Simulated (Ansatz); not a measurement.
`C=C(N)CI`, charge 0, multiplicity 1.

Give a relaxed structure at PBE0-D4/def2-TZVP (Ansatz 0.2.0). (Estimate.)

Computed: 
```xyz
11

C     0.300   -1.213   -0.880
C    -0.086   -0.099   -0.249
N    -0.583    1.030   -0.876
C    -0.115   -0.050    1.232
I     1.218    1.466    2.027
H     0.611   -2.083   -0.319
H     0.288   -1.288   -1.961
H    -0.364    1.897   -0.406
H    -0.393    1.082   -1.865
H     0.215   -0.982    1.678
H    -1.091    0.240    1.617
```
This is one stationary point; other conformers may exist.
